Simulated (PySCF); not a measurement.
FIn, charge -1, doublet, geometry from GFN2-xTB (such geometries of metal compounds can be far from the true shape) (a state made from the parent by changing its charge; the spin is typed, not shown lowest) (all electrons, no relativity) (a gas-phase anion, which may not be bound at this level); CASSCF(3,4)/STO-3G (PySCF).

The PySCF input:
```python
from pyscf import gto, scf, mcscf
import numpy

mol = gto.Mole()
mol.atom = '''
    In   -0.000000   -0.000000   -0.359014
    F     0.000000    0.000000    1.954633
'''
mol.basis = 'sto-3g'
mol.charge = -1
mol.spin = 1
mol.verbose = 4
mol.build()

mf = scf.ROHF(mol)
mf.kernel()
mc = mcscf.CASSCF(mf, 4, 3)
mc.fix_spin_(ss=0.75)
mc.kernel()
occ = numpy.linalg.eigvalsh(mc.fcisolver.make_rdm1(mc.ci, mc.ncas, mc.nelecas))[::-1]
ss = mc.fcisolver.spin_square(mc.ci, mc.ncas, mc.nelecas)[0]
print('natural occupations', occ.round(4), ' <S^2>', round(ss, 4))
```

Output, abridged:

```
PySCF version 2.14.0

[INPUT] verbose = 4
[INPUT] num. atoms = 2
[INPUT] num. electrons = 59
[INPUT] charge = -1
[INPUT] spin (= nelec alpha-beta = 2S) = 1
[INPUT] symmetry False subgroup None
[INPUT] Mole.unit = angstrom
[INPUT] Symbol           X                Y                Z      unit          X                Y                Z       unit  Magmom
[...]
nuclear repulsion = 100.86549504558
number of shells = 14
number of NR pGTOs = 96
number of NR cGTOs = 32
basis = sto-3g
ecp = {}

******** <class 'pyscf.scf.rohf.ROHF'> ********
method = ROHF
initial guess = minao
damping factor = 0
level_shift factor = 0
DIIS = <class 'pyscf.scf.diis.CDIIS'>
diis_start_cycle = 1
diis_space = 8
diis_damp = 0
SCF conv_tol = 1e-09
SCF conv_tol_grad = None
SCF max_cycles = 50
direct_scf = True
direct_scf_tol = 1e-13
num. doubly occ = 29  num. singly occ = 1
Set gradient conv threshold to 3.16228e-05
init E= -5764.90951473581

WARN: HOMO -0.254531955999786 >= LUMO -0.254531955999806

cycle= 1 E= -5780.53012732133  delta_E= -15.6  |g|= 0.334  |ddm|= 1.34
[...]
cycle= 2 E= -5780.59127938328  delta_E= -0.0612  |g|= 0.136  |ddm|= 0.733
[...]
cycle= 3 E= -5780.60689035005  delta_E= -0.0156  |g|= 0.0371  |ddm|= 0.272
[...]
cycle= 4 E= -5780.60827656006  delta_E= -0.00139  |g|= 0.0112  |ddm|= 0.0748
[...]
cycle= 5 E= -5780.60848575339  delta_E= -0.000209  |g|= 0.0024  |ddm|= 0.0406
[...]
cycle= 6 E= -5780.60849403924  delta_E= -8.29e-06  |g|= 0.000271  |ddm|= 0.00757
[...]
cycle= 7 E= -5780.6084941435  delta_E= -1.04e-07  |g|= 8.38e-05  |ddm|= 0.000924
[...]
cycle= 8 E= -5780.60849415602  delta_E= -1.25e-08  |g|= 3.13e-05  |ddm|= 0.000288
[...]
cycle= 9 E= -5780.60849415801  delta_E= -1.98e-09  |g|= 3.65e-06  |ddm|= 0.00016
[...]
cycle= 10 E= -5780.60849415803  delta_E= -2e-11  |g|= 7.59e-07  |ddm|= 1.43e-05
[...]
Extra cycle  E= -5780.60849415803  delta_E= -1.82e-12  |g|= 3.54e-07  |ddm|= 1.7e-06
converged SCF energy = -5780.60849415803

******** <class 'pyscf.mcscf.mc1step.CASSCF'> ********
CAS (2e+1e, 4o), ncore = 28, nvir = 0
max_cycle_macro = 50
max_cycle_micro = 4
conv_tol = 1e-07
conv_tol_grad = None
orbital rotation max_stepsize = 0.02
orbital rotation threshold for CI restart = 0.01
augmented hessian ah_max_cycle = 30
augmented hessian ah_conv_tol = 1e-12
augmented hessian ah_linear dependence = 1e-14
augmented hessian ah_level shift = 1e-08
augmented hessian ah_start_tol = 2.5
augmented hessian ah_start_cycle = 3
augmented hessian ah_grad_trust_region = 3
kf_trust_region = 3
kf_interval = 4
ci_response_space = 4
ci_grad_trust_region = 3
with_dep4 0
natorb = False
canonicalization = True
sorting_mo_energy = False
ao2mo_level = 2
internal_rotation = False
******** <class 'pyscf.fci.addons.SpinPenaltyFCISolver'> ********
max. cycles = 50
conv_tol = 1e-08
davidson only = True
linear dependence = 1e-12
level shift = 0.001
max iter space = 12
nroots = 1
pspace_size = 400
spin = None
CASCI E = -5780.62617207826  S^2 = 0.7500000
Set conv_tol_grad to 0.000316228
macro iter   1 ( 21 JK    4 micro), CASSCF E = -5780.63422965212  dE = -8.05757387e-03  S^2 = 0.7500000
               |grad[o]|=0.0307  |grad[c]|=0.0149  |ddm|=0.0825  |maxRot[o]|=0.313
macro iter   2 ( 18 JK    4 micro), CASSCF E = -5780.63574413857  dE = -1.51448644e-03  S^2 = 0.7500000
               |grad[o]|=0.0176  |grad[c]|=0.00437  |ddm|=0.0455  |maxRot[o]|= 0.18
macro iter   3 ( 14 JK    4 micro), CASSCF E = -5780.63610888286  dE = -3.64744292e-04  S^2 = 0.7500000
               |grad[o]|=0.0116  |grad[c]|=0.0125  |ddm|=0.0124  |maxRot[o]|=0.166
macro iter   4 ( 12 JK    4 micro), CASSCF E = -5780.63680947413  dE = -7.00591278e-04  S^2 = 0.7500000
               |grad[o]|=0.00899  |grad[c]|=0.00288  |ddm|=0.00812  |maxRot[o]|=0.0661
macro iter   5 ( 10 JK    3 micro), CASSCF E = -5780.63690133441  dE = -9.18602791e-05  S^2 = 0.7500000
               |grad[o]|=0.00206  |grad[c]|=0.000573  |ddm|=0.0058  |maxRot[o]|=0.0532
macro iter   6 (  6 JK    2 micro), CASSCF E = -5780.63690275010  dE = -1.41568944e-06  S^2 = 0.7500000
               |grad[o]|=0.000328  |grad[c]|=8.27e-05  |ddm|=0.000677  |maxRot[o]|=0.00479
macro iter   7 (  1 JK    1 micro), CASSCF E = -5780.63690275038  dE = -2.78305379e-10  S^2 = 0.7500000
               |grad[o]|=2.83e-05  |grad[c]|=1.18e-05  |ddm|=7.25e-06  |maxRot[o]|=    0
1-step CASSCF converged in   7 macro ( 82 JK  22 micro) steps
CASSCF canonicalization
Density matrix diagonal elements [1.91894216e+00 9.99999868e-01 5.70826865e-05 8.10008938e-02]
CASSCF energy = -5780.63690275038
CASCI E = -5780.63690275038  E(CI) = -0.811849125907429  S^2 = 0.7500000
natural occupations [1.9215e+00 1.0000e+00 7.8400e-02 1.0000e-04]  <S^2> 0.75
```
